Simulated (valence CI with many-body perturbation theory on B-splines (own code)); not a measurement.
Dy¹⁶⁺: M1 decay

Level of theory: valence CI with perturbative core correlation (CI+MBPT): four valence electrons over a frozen Dirac-Fock core [Kr] 4d10, radial functions for each j: 8 s, 8 p, 9 d, 9 f, 6 g, 3 h, 2 i, with the one-electron correlation potential Σ1 (screened to all orders), the two-electron term Σ2, the three-electron term Σ3, Breit, model QED; selected single and double excitations, second order for the rest, scaled by the run's own slope (own B-spline code, finite nucleus).

No measured levels were compared; by estimate terms of the open shell hold to a few per cent of their energy, and close levels can change places. Core correlation moves these levels by up to 3400 cm⁻¹, and in measured spectra 5 to 20 % of such shifts remained as error; rates that hang on mixing are uncertain with them. Only levels of the ground parity were solved; by the run's estimate the other parity begins above the list, which can be wrong where configurations are misplaced.

Lines 1 to 50 of 119 in falling wavelength, among levels below 80697 cm⁻¹, chosen from the decays that carry over 1 % of a level's rate. Wavelengths and rates use the calculated energies, so an error of 2000 cm⁻¹ moves a line at 3346 nm by 67 % and its rate by three times that or more. S is in atomic units (e²a₀⁴ for E2 and M2, e²a₀⁶ for E3), for M1 in squared Bohr magnetons. Weak lines are less certain than strong ones. Lines between different terms over intervals too small for the method are left out, as are lines whose strength nearly cancels. Where a level lies close to another of its J and parity, the split of strength between their lines is uncertain. Intervals below about 2000 cm⁻¹, as at the head of this list, are uncertain by tens of per cent.

Names give the largest LS component (configuration and term), which can be under half, so a name can repeat, a term be missing and a line seem to break the LS rules; names also repeat where a configuration has a term twice. Letters in brackets count levels of one name in rising energy.

```csv
λ vac (nm),Upper,Lower,Type,A (s⁻¹),S (a.u.)
18140,4f⁴ ⁵F_2,4f⁴ ⁵F_1,M1,9.06e-03,1.00e+01
8480,4f⁴ ⁵G_3,4f⁴ ⁵G_2,M1,6.13e-02,9.71e+00
3644,4f⁴ ⁵F_3,4f⁴ ⁵F_2,M1,1.15e+00,1.44e+01
3346,4f⁴ ³P_1,4f⁴ ³D_2,M1,6.65e-01,2.77e+00
2944,4f⁴ ³K_8,4f⁴ ³K_7,M1,7.12e-01,1.14e+01
2790,4f⁴ ³P_0,4f⁴ ³P_1,M1,1.36e+00,1.09e+00
2410,4f⁴ ⁵S_2,4f⁴ ⁵F_2,M1,2.51e-01,6.51e-01
2369,4f⁴ ³H_6 [a],4f⁴ ⁵G_6,M1,6.13e-01,3.93e+00
2322,4f⁴ ⁵I_8,4f⁴ ⁵I_7,M1,3.07e+00,2.42e+01
2251,4f⁴ ⁵I_7,4f⁴ ⁵I_6,M1,5.69e+00,3.61e+01
2249,4f⁴ ⁵I_5,4f⁴ ⁵I_4,M1,5.24e+00,2.43e+01
2211,4f⁴ ⁵I_6,4f⁴ ⁵I_5,M1,6.93e+00,3.61e+01
2187,4f⁴ ⁵G_2,4f⁴ ⁵S_2,M1,8.17e-02,1.58e-01
2183,4f⁴ ⁵F_5,4f⁴ ⁵F_4 [a],M1,2.51e+00,1.07e+01
2128,4f⁴ ⁵S_2,4f⁴ ⁵F_1,M1,2.00e-01,3.57e-01
2061,4f⁴ ⁵F_4 [b],4f⁴ ⁵F_4 [a],M1,2.41e+00,7.04e+00
2013,4f⁴ ⁵G_5,4f⁴ ⁵G_4,M1,5.70e+00,1.89e+01
1997,4f⁴ ³H_6 [a],4f⁴ ⁵G_5,M1,3.36e+00,1.29e+01
1697,4f⁴ ⁵G_3,4f⁴ ⁵F_4 [a],M1,1.24e+00,1.58e+00
1687,4f⁴ ⁵G_5,4f⁴ ³H_5 [a],M1,1.58e+00,3.09e+00
1673,4f⁴ ⁵G_2,4f⁴ ⁵F_3,M1,4.96e-01,4.31e-01
1645,4f⁴ ⁵G_4,4f⁴ ⁵G_3,M1,9.05e+00,1.34e+01
1635,4f⁴ ⁵F_4 [b],4f⁴ ⁵F_3,M1,4.26e+00,6.21e+00
1624,4f⁴ ³H_5 [a],4f⁴ ⁵F_4 [b],M1,6.47e+00,1.13e+01
1555,4f⁴ ³H_5 [a],4f⁴ ⁵F_5,M1,2.18e+00,3.34e+00
1553,4f⁴ ¹D_2 [a],4f⁴ ³D_2,M1,6.92e-01,4.81e-01
1489,4f⁴ ⁵G_6,4f⁴ ³H_5 [a],M1,5.74e+00,9.14e+00
1441,4f⁴ ³D_3,4f⁴ ³D_2,M1,4.02e+00,3.12e+00
1405,4f⁴ ⁵G_4,4f⁴ ⁵F_4 [b],M1,2.44e+00,2.26e+00
1397,4f⁴ ⁵G_3,4f⁴ ⁵F_3,M1,3.76e-01,2.66e-01
1334,4f⁴ ³G_4 [a],4f⁴ ³G_3 [a],M1,7.62e+00,6.03e+00
1276,4f⁴ ³G_3 [a],4f⁴ ⁵G_3,M1,7.31e-01,3.94e-01
1171,4f⁴ ³D_2,4f⁴ ⁵G_3,M1,1.12e+00,3.34e-01
1147,4f⁴ ⁵G_2,4f⁴ ⁵F_2,M1,7.76e-01,2.17e-01
1126,4f⁴ ³G_3 [a],4f⁴ ⁵F_4 [b],M1,3.80e-01,1.41e-01
1109,4f⁴ ³G_3 [a],4f⁴ ⁵G_2,M1,1.42e+01,5.03e+00
1080,4f⁴ ³G_4 [a],4f⁴ ⁵G_4,M1,2.08e+00,8.75e-01
1079,4f⁴ ⁵G_2,4f⁴ ⁵F_1,M1,1.29e+00,2.99e-01
1064,4f⁴ ³D_3,4f⁴ ⁵G_4,M1,9.50e-01,2.97e-01
1029,4f⁴ ³D_2,4f⁴ ⁵G_2,M1,2.45e+00,4.95e-01
1010,4f⁴ ⁵G_3,4f⁴ ⁵F_2,M1,2.61e+00,6.97e-01
978.6,4f⁴ ³G_4 [a],4f⁴ ³H_5 [a],M1,3.37e+00,1.05e+00
952.5,4f⁴ ³M_8,4f⁴ ³K_8,M1,1.36e+01,7.41e+00
917.3,4f⁴ ³L_8,4f⁴ ³K_8,M1,3.20e+00,1.56e+00
914.4,4f⁴ ³H_6 [a],4f⁴ ³H_5 [a],M1,5.23e-01,1.93e-01
908.3,4f⁴ ³H_5 [a],4f⁴ ⁵F_4 [a],M1,1.42e+00,4.34e-01
864.7,4f⁴ ³L_7,4f⁴ ³K_7,M1,1.08e+01,3.87e+00
858.8,4f⁴ ³L_9,4f⁴ ³K_8,M1,1.37e+01,6.13e+00
835.4,4f⁴ ⁵G_4,4f⁴ ⁵F_4 [a],M1,3.83e+00,7.45e-01
809.2,4f⁴ ⁵G_5,4f⁴ ⁵F_5,M1,1.89e+00,4.09e-01
```
